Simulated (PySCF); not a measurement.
## Electron correlation in Sn(2+) (tin, charge +2)

[Kr] 4d10 5s2, closed-shell 1S. Computed with PySCF 2.14 in aug-cc-pVTZ-DK3 (8s7p5d2f, 68 functions), with the spin-free X2C one-electron Hamiltonian (Gaussian nucleus). Frozen: [Kr] 4d10; 2 electrons correlated.

With two correlated electrons CCSD is exact within the correlated space (frozen core and kept virtual orbitals).

```
level  correlation energy (mhartree)
 CCSD                         -34.07
```

Diagnostics: T1 = 0.0041, D1 = 0.0057, largest double amplitude 0.100.

Cost of the coupled-cluster step: about 0.23 core-seconds, for 2 correlated electrons.
